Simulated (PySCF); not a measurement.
Gas-phase reaction: SbCl₅ + O₂ + H₂ ⇌ SbCl₃ + 2 HOCl, at 1800 K and a standard pressure of 1 bar. Level: GFN2-xTB.

Energies from PySCF (xtb for GFN2), thermal terms from the rigid-rotor harmonic-oscillator model, ideal gas at 1 bar. Open shells (unrestricted): O₂ (multiplicity 3); the rest are closed-shell singlets. GFN2 has no spin-polarisation term. The harmonic model lacks anharmonicity and excited electronic states, which grow with temperature; levels with a mode under 35 cm⁻¹ are left out. Soft modes under 120 cm⁻¹ make the harmonic entropy rough for SbCl₅, SbCl₃.

```tsv
species	E (Ha)	H(1800 K) − E (kJ/mol)	S°(1800 K) (J/mol/K)
SbCl₅	-25.11608	239.9	667.6
O₂	-7.90412	69.4	264.1
H₂	-0.98269	77.2	185.2
SbCl₃	-16.01800	149.9	494.2
HOCl	-9.06360	115.0	319.0
```
E: electronic energy; H − E holds the zero-point and thermal terms. 1 Ha = 2625.5 kJ/mol.

Problem. Work out ΔH°, ΔS°, ΔG° and log10 K from these numbers.

Solution. 1. ΔE = 1×(-16.01800) + 2×(-9.06360) − 1×(-25.11608) − 1×(-7.90412) − 1×(-0.98269) = -0.14231 Ha = -373.6 kJ.
2. Δ(H − E) = 1×(149.9) + 2×(115.0) − 1×(239.9) − 1×(69.4) − 1×(77.2) = -6.6 kJ, so ΔH° = -380.2 kJ.
3. ΔS° = 1×(494.2) + 2×(319.0) − 1×(667.6) − 1×(264.1) − 1×(185.2) = 15.3 J/K; the number of gas molecules stays the same.
4. ΔG° = ΔH° − TΔS° = -380.2 − 1800×(15.3)/1000 = -407.7 kJ.
5. log10 K = −ΔG°/(RT ln 10) = 11.83, with RT ln 10 = 34.46 kJ/mol; at standard pressures the products are favoured.
6. A shift of 10 kJ in ΔE would move log10 K by 0.29 here.
For scale, ΔH°(298 K) is -354 kJ at this level, -58 kJ at ωB97M-V/def2-TZVP†, and runs from -354 to 9 kJ over the 17 levels computed († marks an energy on the PBE0/def2-TZVP geometry).
